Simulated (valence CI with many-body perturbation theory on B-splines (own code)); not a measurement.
# Ba XXIV: electric-dipole lines

Method: valence CI with perturbative core correlation (CI+MBPT): five valence electrons over a frozen Dirac-Fock core [Ar] 3d10, radial functions for each j: 11 s, 11 p, 10 d, 8 f, 5 g, 2 h, with the one-electron correlation potential Σ1, the two-electron term Σ2, the three-electron term Σ3, Breit, model QED; selected CI, second order for the rest, scaled by the run's own slope (own B-spline code, finite nucleus).

No measured spectrum was set against this ion. As an estimate, levels hold to about 250 cm⁻¹ or 0.2 % of their energy and the worst to 1 %, as in measured heavy ions of charge 2 to 7; those with d or f electrons hold less well. Among the levels kept, up to 2200 cm⁻¹ of a level comes from second order outside the variational space, and about a tenth of that is noise between levels of different J, which matters for small intervals.

Lines 51 to 100 of 554 in falling wavelength, among levels below 1961800 cm⁻¹, chosen from the strongest by gf and those to the six lowest levels. Wavelengths and rates use the calculated energies, so an error of 2000 cm⁻¹ moves a line at 15.98 nm by 0.32 % and its rate by three times that or more. Electric multipoles are in the length gauge, E1 and E2 with the static RPA response of the core. Weak lines are less certain than strong ones. Lines between different terms over intervals too small for the method are left out, as are lines whose strength nearly cancels. Where a level lies close to another of its J and parity, the split of strength between their lines is uncertain. The highest levels of a list are the least certain.

Levels are named by their leading jj configuration (3d3/2^4 stands for four electrons in 3d with j = 3/2), which in mixed levels can hold well under half, so a name can repeat and another be missing. Letters in brackets count levels of one name in rising energy.

| λ vac (nm) | Upper | Lower | A (s⁻¹) | S (a.u.) |
| --- | --- | --- | --- | --- |
| 15.98 | (4s 4p1/2 4p3/2^3) J=3/2 [b] | (4s^2 4p1/2 4p3/2^2) J=1/2 | 4.45e+09 | 3.58e-02 |
| 15.93 | (4s 4p3/2^3 4d3/2) J=5/2 | (4s^2 4p3/2^2 4d3/2) J=5/2 | 1.55e+10 | 1.86e-01 |
| 15.93 | (4s 4p3/2^3 4d5/2) J=5/2 [a] | (4s^2 4p3/2^2 4d5/2) J=7/2 | 1.17e+10 | 1.40e-01 |
| 15.92 | (4s 4p1/2 4p3/2^2 4d5/2) J=7/2 [d] | (4s^2 4p1/2 4p3/2 4d5/2) J=7/2 [b] | 7.80e+09 | 1.24e-01 |
| 15.90 | (4s 4p1/2^2 4p3/2 4d3/2) J=5/2 [b] | (4s^2 4p1/2^2 4d3/2) J=3/2 | 1.93e+10 | 2.30e-01 |
| 15.89 | (4s 4p1/2 4p3/2^2 4d3/2) J=5/2 [d] | (4s^2 4p1/2 4p3/2 4d3/2) J=3/2 [b] | 7.21e+09 | 8.57e-02 |
| 15.86 | (4s 4p1/2 4p3/2^2 4d5/2) J=7/2 [b] | (4s^2 4p1/2 4p3/2 4d5/2) J=5/2 [a] | 1.49e+10 | 2.34e-01 |
| 15.86 | (4s 4p1/2 4p3/2^2 4d5/2) J=7/2 [e] | (4s^2 4p1/2 4p3/2 4d5/2) J=7/2 [b] | 1.11e+10 | 1.76e-01 |
| 15.79 | (4s 4p1/2 4p3/2^2 4d3/2) J=5/2 [c] | (4s^2 4p1/2 4p3/2 4d3/2) J=3/2 [a] | 8.97e+09 | 1.05e-01 |
| 15.74 | (4s^2 4p1/2^2 4d5/2) J=5/2 | (4s^2 4p1/2 4p3/2^2) J=5/2 | 1.63e+09 | 1.89e-02 |
| 15.74 | (4s^2 4p1/2 4d3/2 4d5/2) J=9/2 | (4s^2 4p3/2^2 4d5/2) J=9/2 | 1.71e+10 | 3.29e-01 |
| 15.72 | (4s 4p1/2 4p3/2^3) J=5/2 | (4s^2 4p1/2 4p3/2^2) J=3/2 | 5.41e+08 | 6.23e-03 |
| 15.70 | (4s 4p1/2 4p3/2^2 4d3/2) J=5/2 [d] | (4s^2 4p1/2 4p3/2 4d3/2) J=5/2 [b] | 1.69e+10 | 1.93e-01 |
| 15.68 | (4s 4p3/2^3 4d5/2) J=5/2 [c] | (4s^2 4p3/2^2 4d3/2) J=3/2 [b] | 8.42e+09 | 9.62e-02 |
| 15.68 | (4s 4p1/2 4p3/2^2 4d3/2) J=7/2 [b] | (4s^2 4p1/2 4p3/2 4d3/2) J=7/2 | 1.89e+10 | 2.88e-01 |
| 15.68 | (4s 4p1/2 4p3/2^2 4d5/2) J=5/2 [d] | (4s^2 4p1/2 4p3/2 4d5/2) J=3/2 [a] | 1.75e+10 | 2.00e-01 |
| 15.63 | (4s 4p3/2^4) J=1/2 | (4s^2 4p3/2^3) J=3/2 | 4.25e+10 | 1.60e-01 |
| 15.61 | (4s 4p1/2^2 4p3/2^2) J=3/2 | (4s^2 4p1/2^2 4p3/2) J=3/2 | 3.15e+10 | 2.36e-01 |
| 15.58 | (4s 4p1/2 4p3/2^2 4d3/2) J=3/2 [e] | (4s^2 4p1/2 4p3/2 4d3/2) J=1/2 [b] | 1.14e+10 | 8.48e-02 |
| 15.57 | (4s^2 4p1/2 4p3/2 4d3/2) J=5/2 [b] | (4s^2 4p3/2^3) J=3/2 | 3.23e+08 | 3.62e-03 |
| 15.57 | (4s 4p1/2 4p3/2^2 4d3/2) J=3/2 [e] | (4s^2 4p1/2 4p3/2 4d3/2) J=3/2 [b] | 2.12e+10 | 1.58e-01 |
| 15.53 | (4s 4p3/2^3 4d5/2) J=3/2 [b] | (4s^2 4p3/2^2 4d5/2) J=5/2 [b] | 2.13e+10 | 1.57e-01 |
| 15.51 | (4s 4p3/2^3 4d5/2) J=5/2 [b] | (4s^2 4p3/2^2 4d5/2) J=7/2 | 1.45e+10 | 1.60e-01 |
| 15.46 | (4s^2 4p1/2 4d3/2 4d5/2) J=9/2 | (4s^2 4p3/2^2 4d5/2) J=7/2 | 7.23e+09 | 1.32e-01 |
| 15.45 | (4s 4p1/2 4p3/2^2 4d5/2) J=3/2 [d] | (4s^2 4p1/2 4p3/2 4d5/2) J=3/2 [b] | 2.70e+10 | 1.96e-01 |
| 15.44 | (4s 4p1/2^2 4p3/2^2) J=1/2 | (4s^2 4p1/2^2 4p3/2) J=3/2 | 2.79e+10 | 1.01e-01 |
| 15.40 | (4s 4p3/2^3 4d5/2) J=5/2 [c] | (4s^2 4p3/2^2 4d5/2) J=5/2 [a] | 2.26e+10 | 2.44e-01 |
| 15.39 | (4s^2 4p1/2 4p3/2 4d3/2) J=3/2 [b] | (4s^2 4p3/2^3) J=3/2 | 1.77e+09 | 1.27e-02 |
| 15.38 | (4s^2 4p1/2 4p3/2 4d3/2) J=1/2 [b] | (4s^2 4p3/2^3) J=3/2 | 3.55e+09 | 1.28e-02 |
| 15.37 | (4s 4p1/2 4p3/2^2 4d5/2) J=5/2 [f] | (4s^2 4p1/2 4p3/2 4d3/2) J=5/2 [b] | 1.00e+10 | 1.08e-01 |
| 15.34 | (4s 4p1/2 4p3/2^2 4d3/2) J=1/2 [d] | (4s^2 4p1/2 4p3/2 4d3/2) J=1/2 [b] | 3.19e+10 | 1.14e-01 |
| 15.32 | (4s 4p1/2 4p3/2^2 4d5/2) J=9/2 [d] | (4s^2 4p1/2 4p3/2 4d5/2) J=9/2 | 2.31e+10 | 4.11e-01 |
| 15.27 | (4s 4p3/2^3 4d5/2) J=7/2 [a] | (4s^2 4p3/2^2 4d5/2) J=7/2 | 1.61e+10 | 2.27e-01 |
| 15.26 | (4s 4p1/2 4p3/2^2 4d3/2) J=3/2 [b] | (4s^2 4p1/2 4p3/2 4d3/2) J=5/2 [a] | 2.26e+10 | 1.59e-01 |
| 15.22 | (4s 4p1/2^2 4p3/2 4d3/2) J=5/2 [b] | (4s 4p1/2 4p3/2^3) J=3/2 [a] | 8.81e+09 | 9.20e-02 |
| 15.21 | (4s 4p1/2 4p3/2^2 4d3/2) J=7/2 [b] | (4s^2 4p1/2 4p3/2 4d3/2) J=5/2 [a] | 8.48e+09 | 1.18e-01 |
| 15.20 | (4s 4p1/2 4p3/2^2 4d5/2) J=3/2 [c] | (4s^2 4p1/2 4p3/2 4d5/2) J=3/2 [a] | 1.71e+10 | 1.18e-01 |
| 15.16 | (4s 4p1/2 4p3/2^2 4d5/2) J=5/2 [b] | (4s^2 4p1/2 4p3/2 4d5/2) J=7/2 [a] | 1.90e+10 | 1.96e-01 |
| 15.15 | (4s 4p1/2 4p3/2^2 4d3/2) J=5/2 [c] | (4s^2 4p1/2 4p3/2 4d3/2) J=5/2 [a] | 1.82e+10 | 1.88e-01 |
| 15.14 | (4s 4p1/2 4p3/2^2 4d5/2) J=5/2 [g] | (4s^2 4p1/2 4p3/2 4d5/2) J=3/2 [b] | 1.17e+10 | 1.20e-01 |
| 15.12 | (4s 4p1/2 4p3/2^2 4d3/2) J=7/2 [c] | (4s^2 4p1/2 4p3/2 4d5/2) J=7/2 [a] | 1.02e+10 | 1.39e-01 |
| 15.12 | (4s 4p1/2 4p3/2^3) J=3/2 [b] | (4s^2 4p1/2 4p3/2^2) J=5/2 | 4.30e+10 | 2.93e-01 |
| 15.11 | (4s 4p1/2 4p3/2^2 4d5/2) J=5/2 [a] | (4s^2 4p1/2 4p3/2 4d3/2) J=7/2 | 2.44e+10 | 2.49e-01 |
| 15.09 | (4s^2 4p1/2^2 4d5/2) J=5/2 | (4s^2 4p1/2 4p3/2^2) J=3/2 | 2.14e+08 | 2.18e-03 |
| 15.09 | (4s 4p1/2^2 4p3/2 4d5/2) J=3/2 | (4s^2 4p1/2^2 4d5/2) J=5/2 | 3.38e+10 | 2.29e-01 |
| 15.05 | (4s^2 4p1/2 4d3/2 4d5/2) J=3/2 [a] | (4s^2 4p1/2 4p3/2 4d5/2) J=5/2 [b] | 2.09e+10 | 1.41e-01 |
| 15.02 | (4s^2 4p1/2 4d3/2 4d5/2) J=5/2 [a] | (4s^2 4p1/2 4p3/2 4d5/2) J=5/2 [b] | 2.03e+10 | 2.04e-01 |
| 15.01 | (4s 4p1/2^2 4p3/2 4d5/2) J=5/2 [b] | (4s^2 4p1/2^2 4d5/2) J=5/2 | 2.54e+10 | 2.55e-01 |
| 15.01 | (4s 4p1/2 4p3/2^2 4d3/2) J=3/2 [d] | (4s^2 4p1/2 4p3/2 4d3/2) J=1/2 [a] | 1.58e+10 | 1.05e-01 |
| 14.94 | (4s 4p1/2 4p3/2^2 4d5/2) J=7/2 [b] | (4s^2 4p1/2 4p3/2 4d5/2) J=7/2 [a] | 2.00e+10 | 2.63e-01 |
